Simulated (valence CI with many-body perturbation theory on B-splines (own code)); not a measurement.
Results of a calculation; reference values are marked as such.
**Assign the levels of Sr25+**

Method: configuration interaction combined with many-body perturbation theory (CI+MBPT): three valence electrons over a frozen Dirac-Fock core [Ne], radial functions for each j: 11 s, 11 p, 10 d, 8 f, 5 g, 2 h, with the one-electron correlation potential Σ1 (screened to all orders), the two-electron term Σ2, the three-electron term Σ3, Breit, model QED; selected single and double excitations, second order for the rest, scaled by the run's own slope (own B-spline code, finite nucleus).

No measured spectrum was set against this ion. As an estimate, levels of excited configurations hold to 0.05 to 0.15 % of their energy, terms of the ground configuration to about 0.5 %.

| No. | J | Parity | E (cm⁻¹) | g |
| --- | --- | --- | --- | --- |
| 1 | 1/2 | odd | 0 | 0.662 |
| 2 | 3/2 | odd | 126460 | 1.331 |
| 3 | 1/2 | even | 453420 | 2.570 |
| 4 | 3/2 | even | 525160 | 1.713 |
| 5 | 5/2 | even | 568040 | 1.499 |
| 6 | 3/2 | even | 651690 | 0.846 |
| 10 | 3/2 | even | 862590 | 1.258 |
| 11 | 3/2 | even | 933890 | 0.840 |
| 12 | 5/2 | even | 949530 | 1.199 |
| 16 | 3/2 | odd | 1259300 | 0.638 |
| 17 | 5/2 | odd | 1282400 | 1.054 |
| 18 | 7/2 | odd | 1320200 | 1.251 |
| 19 | 1/2 | odd | 1343500 | 0.654 |
| 22 | 1/2 | odd | 1358400 | 0.269 |

Energies count from the lowest level. Strongly mixed levels and levels close to another of their J and parity are left out, so the numbers can have gaps.

**Question.** Give configuration and LS term of each level.

**Answer.** 1: 3s2 3p 2P°; 2: 3s2 3p 2P°; 3: 3s 3p2 4P; 4: 3s 3p2 4P; 5: 3s 3p2 4P; 6: 3s 3p2 2D; 10: 3s 3p2 2P; 11: 3s2 3d 2D; 12: 3s2 3d 2D; 16: 3s 3p 3d 4F°; 17: 3s 3p 3d 4F°; 18: 3s 3p 3d 4F°; 19: 3p3 2P°; 22: 3s 3p 3d 4D°.
